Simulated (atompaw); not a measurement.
# What one change does to a pseudopotential (Zn, PAW (atompaw))

- Element: zinc (Zn)
- Generator: atompaw 4.2.0.5
- Type: PAW
- Functional: LDA (PW92)
- Relativity: scalar-relativistic
- Frozen core: [Ne]
- Valence charge: 20
- Reference configuration: 3s2 3p6 3d10 4s2 4p0
- Partial waves: 3s (bound): rc 1.10 bohr; 4s (bound): rc 1.10 bohr; 3p (bound): rc 1.10 bohr; 4p (bound, empty): rc 1.10 bohr; 3d (bound): rc 1.10 bohr; 3d channel at 1.25 Ry: rc 1.10 bohr
- Local potential: bessel scheme, radius 0.80 bohr
- Core correction: smooth core density matched at 0.65 bohr
- Augmentation charge: besselshape compensation charge, radius 1.05 bohr; PAW radius 1.10 bohr; waves and projectors: custom rrkj vanderbiltortho

All-electron outer shells of the reference configuration (LDA (PW92), scalar-relativistic, ld1.x):

```
shell  level (eV)  outermost node (bohr)  outermost maximum (bohr)
   2s    -1156.17                   0.07                      0.19
   2p    -1003.45                      –                      0.15
   3s     -128.63                   0.28                      0.59
   3p      -83.26                   0.25                      0.59
   3d      -10.42                      –                      0.56
   4s       -6.22                   0.85                      2.09
   4p       -1.23                   0.92                      3.04
```

Change: all radii scaled by about 1.11 (s 1.22, p 1.22, d 1.22 bohr); local potential bessel scheme, radius 0.88 bohr; augmentation besselshape compensation charge, radius 1.16 bohr; PAW radius 1.22 bohr; waves and projectors: custom rrkj vanderbiltortho; core correction smooth core density matched at 0.72 bohr.

Cutoffs: the cutoffs (Ry, on a coarse ladder) from which the occupation-weighted sum of valence levels, in a spherical-Bessel basis at the reference potential, stays within 10 and 1 mRy of its value at 400 Ry; they do not see the model core or the augmentation charge, which bear on the density cutoff.

Q: What does the change do?

A: The potential gets softer (120 Ry and 200 Ry → 100 Ry and 180 Ry); neither file shows a bound ghost. A larger radius leaves more room for a smooth pseudo-wave, so fewer plane waves are needed.

| quantity | base | changed |
| --- | --- | --- |
| cutoff, loose | 120 Ry | 100 Ry |
| cutoff, tight | 200 Ry | 180 Ry |
| loose cutoff by channel (10 mRy a level) | s 50 Ry, p 60 Ry, d 80 Ry | s 50 Ry, p 45 Ry, d 60 Ry |
| bound ghosts | none | none |
| lowest overlap eigenvalue by channel | s 0.08, p 0.20, d 1.00 | s 0.05, p 0.12, d 1.00 |

 The cutoffs see the waves, projectors and local potential, not the compensation charge or the core.
